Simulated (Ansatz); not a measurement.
Reaction (redistribution): `FC(F)=NP` + `C[SiH2]O[SiH3]` → `C[SiH2]OP` + `FC(F)=N[SiH3]`

Program: Ansatz. Geometries: PBE0-D4/def2-TZVP. ΔE: electronic, gas phase. CCSD(T)/CBS is the MP2 limit (def2-TZVPP, def2-QZVPP) plus CCSD(T) − MP2 in def2-TZVPP, frozen cores. This one scheme is used for every species. DFT in def2-TZVPP. Each species was taken in one conformer, which may not be the lowest.

| level | ΔE (kJ/mol) |
| --- | --- |
| PBE | 40.3 |
| SCS-MP2/def2-TZVPP | 42.6 |

**Question.** What does CCSD(T)/CBS give? (Best estimate.)

**Answer.** Computed: +41.5 kJ/mol. The listed levels differ from it by -1.2, 1.1 kJ/mol.

Largest T1 diagnostic among the species: 0.014.
